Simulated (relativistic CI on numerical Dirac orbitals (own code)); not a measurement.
**Radial parameters of Ti14+**

These numbers are calculated, not measured: Dirac-Coulomb-Breit CI, KLI orbitals optimised for each configuration, model QED, unscaled Slater integrals (own radial code, finite nucleus).

Slater integrals F^k, G^k are unscaled and averaged over j, outside the closed core 1s2; ζ comes from projecting the Hamiltonian with its Breit term on Σ l·s of the shell.

- 2s²2p⁴: F^2(2p,2p) = 350430, ζ(2p) = 32976 cm⁻¹; <r>(2p) = 0.2707, <r^2>(2p) = 0.08922 (bohr units).
- 2s2p⁵: G^1(2s,2p) = 389930, ζ(2p) = 32601 cm⁻¹; <r>(2s) = 0.3096, <r^2>(2s) = 0.1126, <r>(2p) = 0.2718, <r^2>(2p) = 0.08999 (bohr units).
- 2p⁵3s: ζ(2p) = 33702, G^1(2p,3s) = 34308 cm⁻¹; <r>(2p) = 0.2685, <r^2>(2p) = 0.08775, <r>(3s) = 0.7645, <r^2>(3s) = 0.6631 (bohr units).

Averages of the first 10 configurations, taken without configuration mixing, which lowers the lowest level and can move excited configurations by several eV; other configurations of the list can lie among them:

```
Configuration  Parity  States  Average energy above the lowest level (eV)
       2s²2p⁴    even      15                                         8.5
        2s2p⁵     odd      12                                       100.0
          2p⁶    even       1                                       206.5
        2p⁵3s     odd      12                                       732.7
     2s²2p³3s     odd      40                                       553.2
        2p⁵3p    even      36                                       755.3
        2p⁵3d     odd      60                                       783.7
     2s²2p³3p    even     120                                       578.1
     2s²2p³3d     odd     200                                       606.9
      2s2p⁴3s    even      60                                       635.3
```
